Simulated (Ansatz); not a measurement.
Job for Ansatz (a quantum-chemistry and plane-wave program): R-BLYP/def2-TZVPP on CH6GaN (SMILES [CH3][GaH][NH2]), a point of a torsion scan.

Ansatz 0.2 input:
```yaml
crystal:
  periodic: [false, false, false]
  atoms:
    - {symbol: C, position_ang: [-1.54408731, 0.13176887, -0.22480239]}
    - {symbol: Ga, position_ang: [0.25560086, -0.36852169, 0.55138152]}
    - {symbol: N, position_ang: [1.76648389, 0.23761737, -0.32799565]}
    - {symbol: H, position_ang: [-2.38042529, -0.37549351, 0.25999866]}
    - {symbol: H, position_ang: [-1.69562155, 1.21014958, -0.13304589]}
    - {symbol: H, position_ang: [-1.55783833, -0.10716709, -1.29131257]}
    - {symbol: H, position_ang: [0.40055912, -1.20619590, 1.89032740]}
    - {symbol: H, position_ang: [2.42846192, 0.83810572, 0.15528816]}
    - {symbol: H, position_ang: [2.31866092, -0.39433908, -0.89974497]}
basis:
  gaussian:
    orbitals: def2-TZVPP
hamiltonian:
  xc: {name: BLYP}
scf: {lower_state_search: off}
```

The log:

```
WARN ansatz: RAYON_NUM_THREADS=1 ignored (pool sized by the plan → 1); use --threads N
Functional definition: BLYP
these checks for a lower state are left out or cut short: stability, starts, cluster_reference, orbital_swaps, neighbouring_geometries, increment
integrals: 0.10 GiB planned
1057 factors; their error is unknown
mean field: 0.72 GiB planned
mean field evaluation 1: about -54982.5554 eV, gradient 1.1e2 eV
mean field evaluation 2: about -54894.7717 eV, gradient 1.9e2 eV
mean field evaluation 4: about -55003.1234 eV, gradient 2.6e1 eV
mean field evaluation 8: about -55004.6805 eV, gradient 1.6e-1 eV
mean field evaluation 16: about -55004.6571 eV, gradient 4.3e-4 eV
mean field -55004.65708890 eV, -2021.3838645214 hartree, gradient 1.5e-6 eV, S^2 0.000000; 0 other end points of the search recorded, 0 dependent functions left out
reference -55004.65744516 eV, -2021.3838776136 hartree; 25, 25 occupied and 169, 169 virtual orbitals, 1057 factors
Total energy: -55004.65744516 eV, -2021.3838776136 hartree
Checks for a lower state left out: stability, starts, cluster_reference, orbital_swaps, neighbouring_geometries, increment
```

The calculation finished and met its thresholds.

Cost: roughly 1.6 core-seconds.
